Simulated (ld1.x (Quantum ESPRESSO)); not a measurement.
## Varying the TM potential for helium (He)

Base potential:

He (Z = 2), norm-conserving Troullier–Martins (Kleinman–Bylander form), made with ld1.x (Quantum ESPRESSO) 7.5 (PBEsol, scalar-relativistic). Core none, reference 1s2. Waves: 1s (bound): rc 0.60 bohr; 2p channel at -0.2 Ry: rc 0.60 bohr. Local part: all-electron potential smoothed inside 0.45 bohr (lloc = -1). Core correction: none.

Cutoffs, loose and tight: the cutoffs (Ry, on a coarse ladder) from which the occupation-weighted sum of valence levels, in a spherical-Bessel basis at the reference potential, stays within 10 and 1 mRy of its value at 400 Ry. They do not see the model core or the augmentation charge, which bear on the density cutoff. Test errors are all-electron minus pseudo excitation energies from the reference, over the configurations 1s1; 1s1.5. A dash means not determined; rows that change the core or the reference have their own tests.

| change | outcome | cutoff, loose | cutoff, tight | bound ghosts | largest test error (meV) |
| --- | --- | --- | --- | --- | --- |
| base | generated | 140 Ry | 200 Ry | none | +5.4 |
| wave 1s (bound): rc 0.60 bohr becomes 1s (bound): rc 0.42 bohr | generated | 200 Ry | 300 Ry | none | -0.4 |
| wave 1s (bound): rc 0.60 bohr becomes 1s (bound): rc 0.50 bohr | generated | 160 Ry | 230 Ry | none | +1.7 |
| wave 1s (bound): rc 0.60 bohr becomes 1s (bound): rc 0.54 bohr | generated | 160 Ry | 230 Ry | none | +3.0 |
| wave 1s (bound): rc 0.60 bohr becomes 1s (bound): rc 0.66 bohr | generated | 120 Ry | 180 Ry | none | +9.2 |
| wave 1s (bound): rc 0.60 bohr becomes 1s (bound): rc 0.72 bohr | generated | 100 Ry | 200 Ry | none | +15 |
| wave 1s (bound): rc 0.60 bohr becomes 1s (bound): rc 0.90 bohr | generated | 70 Ry | 160 Ry | none | +39 |

What comes out with this change to the base: wave 1s (bound): rc 0.60 bohr becomes 1s (bound): rc 0.80 bohr?

outcome: generated; cutoff, loose: 90 Ry; cutoff, tight: 180 Ry; bound ghosts: none; largest test error (meV): +23.

Reading the sweep of the s radius (base included, trends over the rows without a ghost): The loose cutoff falls from 200 Ry at 0.42 to 70 Ry at 0.9 bohr. A larger radius leaves more room for a smooth pseudo-wave, so fewer plane waves are needed; a smaller one forces it to follow the all-electron wave where it bends sharply. The median size of the test errors (rows with all tests solved) rises from 0.2 meV at 0.42 to 22.5 meV at 0.9 bohr. More of the atom is replaced by a form fitted at one configuration, so other configurations suffer as the radius grows.
